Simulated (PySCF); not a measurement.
# How methods differ on the excitation energy of Rh²⁺

Rh²⁺ [Kr] 4d7 (4F) → Rh²⁺ [Kr] 4d6 5s1, s spin flipped, as a difference of total energies. All numbers are calculated (PySCF 2.14, scalar relativity by spin-free X2C-1e, in aug-cc-pwCVTZ-DK (11s10p8d4f3g, 136 functions)). Correlated levels: valence: [Kr] frozen; valence and next inner shell: [Ar] 3d10 frozen. The calculations carry no spin-orbit coupling.

```csv
method,excitation energy (eV)
UHF,6.095
LDA,6.228
PBE,6.410
PBE0,6.504
r2SCAN,6.576
MN15,6.710
BP86,6.437
BLYP,6.120
MP2 (valence),6.486
SCS-MP2 (valence),6.561
MP2 (valence and next inner shell),6.197
SCS-MP2 (valence and next inner shell),6.266
```

How much does correlation contribute at MP2 (valence and next inner shell)?

6.197 − (6.095) = 0.102 eV, measured against UHF.

The upper determinant mixes two multiplicities, so it lies between the two terms.
